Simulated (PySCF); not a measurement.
C6H13OP.
Bonds: C1–O2, O2–C3, C3–C4, C4–P5, P5–C6, C6–C7, C7–C8, C6–C8. Hydrogens: H9, H10, H11 on C1; H12, H13 on C3; H14, H15 on C4; H16 on P5; H17 on C6; H18, H19 on C7; H20, H21 on C8.

The same species was optimised twice, with GFN2-xTB and with PBE0-D3(BJ)/def2-SVP (PySCF), and the same property calculations (PySCF, gas phase) were run on both structures.

```tsv
coordinate	GFN2-xTB	PBE0-D3(BJ)/def2-SVP	change
P5–C6 (Å)	1.844	1.833	-0.011
O2–C3 (Å)	1.409	1.398	-0.011
C1–O2 (Å)	1.402	1.392	-0.010
C3–C4 (Å)	1.520	1.513	-0.007
C4–P5 (Å)	1.870	1.864	-0.006
C6–C7 (Å)	1.503	1.507	+0.004
C6–C8 (Å)	1.501	1.505	+0.004
C7–C8 (Å)	1.492	1.494	+0.002
C3–C4–P5 (°)	106.0	111.8	+5.8
C4–P5–C6 (°)	96.0	99.4	+3.4
O2–C3–C4 (°)	105.5	108.6	+3.1
C1–O2–C3 (°)	114.1	113.7	-0.4
P5–C6–C8 (°)	118.8	118.6	-0.2
C7–C6–C8 (°)	59.6	59.4	-0.2
C6–C8–C7 (°)	60.3	60.3	0.0
C6–C7–C8 (°)	60.2	60.2	0.0
C1–O2–C3–C4 (°)	-175	-177	-2
O2–C3–C4–P5 (°)	35	59	+24
C3–C4–P5–C6 (°)	179	-179	+2
C4–P5–C6–C7 (°)	-96	-94	+2
```

Rotational constants: A = 5224, B = 729.2, C = 676.7 MHz (GFN2-xTB) against A = 5886, B = 653.7, C = 618.8 MHz (PBE0-D3(BJ)/def2-SVP). Point groups within 0.08 Å: C1 and C1.

On the GFN2-xTB structure: HOMO (eV) -6.54 [PBE0/pcSseg-1]; LUMO (eV) 1.13 [PBE0/pcSseg-1]; dipole (D) 1.85 [PBE0/pcSseg-1]; GIAO shielding of C1 (ppm) 126.3 [PBE0/pcSseg-1]; GIAO shielding of O2 (ppm) 300.1 [PBE0/pcSseg-1]; GIAO shielding of C3 (ppm) 114.2 [PBE0/pcSseg-1]; GIAO shielding of C4 (ppm) 158.3 [PBE0/pcSseg-1]; GIAO shielding of P5 (ppm) 410.7 [PBE0/pcSseg-1]; GIAO shielding of C6 (ppm) 179.8 [PBE0/pcSseg-1]; GIAO shielding of C7/C8 (mean) (ppm) 181.1 [PBE0/pcSseg-1].

**Question.** What do these properties become on the PBE0-D3(BJ)/def2-SVP structure?

**Answer.** 
```json
{"property": "HOMO (eV)", "level": "PBE0/pcSseg-1", "on GFN2-xTB": "-6.54", "on PBE0-D3(BJ)/def2-SVP": "-6.65", "change": "-0.11"}
{"property": "LUMO (eV)", "level": "PBE0/pcSseg-1", "on GFN2-xTB": "1.13", "on PBE0-D3(BJ)/def2-SVP": "1.10", "change": "-0.03"}
{"property": "dipole (D)", "level": "PBE0/pcSseg-1", "on GFN2-xTB": "1.85", "on PBE0-D3(BJ)/def2-SVP": "1.46", "change": "-0.39"}
{"property": "energy, GFN2-xTB geometry as zero (kcal/mol)", "level": "PBE0/pcSseg-1", "on GFN2-xTB": "0.0", "on PBE0-D3(BJ)/def2-SVP": "-3.7", "change": "-3.7"}
{"property": "GIAO shielding of C1 (ppm)", "level": "PBE0/pcSseg-1", "on GFN2-xTB": "126.3", "on PBE0-D3(BJ)/def2-SVP": "125.1", "change": "-1.2"}
{"property": "GIAO shielding of O2 (ppm)", "level": "PBE0/pcSseg-1", "on GFN2-xTB": "300.1", "on PBE0-D3(BJ)/def2-SVP": "305.1", "change": "+5.0"}
{"property": "GIAO shielding of C3 (ppm)", "level": "PBE0/pcSseg-1", "on GFN2-xTB": "114.2", "on PBE0-D3(BJ)/def2-SVP": "111.7", "change": "-2.5"}
{"property": "GIAO shielding of C4 (ppm)", "level": "PBE0/pcSseg-1", "on GFN2-xTB": "158.3", "on PBE0-D3(BJ)/def2-SVP": "157.5", "change": "-0.8"}
{"property": "GIAO shielding of P5 (ppm)", "level": "PBE0/pcSseg-1", "on GFN2-xTB": "410.7", "on PBE0-D3(BJ)/def2-SVP": "388.7", "change": "-22.0"}
{"property": "GIAO shielding of C6 (ppm)", "level": "PBE0/pcSseg-1", "on GFN2-xTB": "179.8", "on PBE0-D3(BJ)/def2-SVP": "180.0", "change": "+0.2"}
{"property": "GIAO shielding of C7/C8 (mean) (ppm)", "level": "PBE0/pcSseg-1", "on GFN2-xTB": "181.1", "on PBE0-D3(BJ)/def2-SVP": "178.6", "change": "-2.5"}
```

The heavy atoms differ by 0.233 Å rms after alignment. Among bonds between heavy atoms C1–O2, O2–C3 and P5–C6 change most and about equally (-0.011 to -0.010 Å). Changes are differences of the printed values. Neither structure is proved a minimum here.

Shape of the structure used: `[CH3:1][O:2][CH2:3][CH2:4][PH:5][CH:6]1[CH2:7][CH2:8]1`: C1–O2–C3–C4 -177°, O2–C3–C4–P5 59°, C3–C4–P5–C6 -179°, C4–P5–C6–C7 -94°.
